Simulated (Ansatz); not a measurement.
Ideal-gas functions of C2H3AlFN, SMILES `C#[C][Al]([NH2])[F]` at 800 K and 1 bar, from an Ansatz frequency run at PBE0-D4/def2-TZVP.

Molar mass 87.03 g/mol, point group Cs (symmetry number 1), electronic degeneracy 1, moments of inertia 78.257, 191.573, 269.83 u Å². Harmonic wavenumbers (cm⁻¹, unscaled): 110, 155, 206, 304, 313, 377, 403, 545, 665, 731, 744, 825, 917, 1564, 2140, 3458, 3618, 3710.

Use S(trans) = R[1.5 ln M + 2.5 ln T − 1.1517]; rotational temperatures θ = 24.2544 K / I; S(rot) = R[ln(√π/σ · √(T³/θAθBθC)) + 1.5]; for each mode x = 1.438777 ν̃/T, S = R[x/(eˣ − 1) − ln(1 − e⁻ˣ)] and H = RT x/(eˣ − 1); 1 cm⁻¹ = 0.0119627 kJ/mol; R = 8.31446 J/(mol·K).

By hand: the entropy, in J/(mol·K).

Translation 185.1. Rotation: θ = 0.3099, 0.1266, 0.0899 K, giving 124.1. Vibration, mode by mode: 21.80, 18.96, 16.62, 13.44, 13.20, 11.70, 11.17, 8.81, 7.30, 6.61, 6.49, 5.76, 5.04, 2.01, 0.88, 0.12, 0.09, 0.08, in all 150.1. Electronic 0.0. Sum 459.3 J/(mol·K).

By hand: H − E and G − E in kJ/mol, counted from the electronic energy.

Zero-point energy ½ × 20785 × 0.0119627 = 124.3; thermal vibration 57.6; translation, rotation and pV give 4 RT = 26.6. H − E = 208.5 kJ/mol, and G − E = 208.5 − 800 × 459.3/1000 = -158.9 kJ/mol.

Vibration gives 33 % of the entropy, 21.8 J/(mol·K) of it from the mode under 150 cm⁻¹: soft modes count most, and the harmonic formula is weakest for them. The sum counts one conformer and one mirror image; others add a mixing term.
